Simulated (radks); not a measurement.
Problem. Method: scalar-relativistic Kohn-Sham, LDA (Slater exchange, Perdew-Wang correlation), spin-unpolarised, spherical densities, finite nucleus; Fermi nuclear charge, rms radius of each element as measured or else 0.836 A^(1/3) + 0.57 fm; computed with a radial shooting solver on a logarithmic mesh with Libxc functionals. Response by self-consistent Sternheimer equations with the Hartree and adiabatic LDA kernel, the relativistic mass of each level held fixed and spin-orbit coupling left out. Rank Nb5+, Rb+, Mo6+, Tc7+, Zr4+, Sr2+, Ru8+, Kr (NIST ground configurations) by static dipole polarisability, largest first.

Solution. Kr 18.08, Rb+ 9.461, Sr2+ 5.933, Zr4+ 2.987, Nb5+ 2.273, Mo6+ 1.783, Tc7+ 1.431, Ru8+ 1.170 bohr^3.
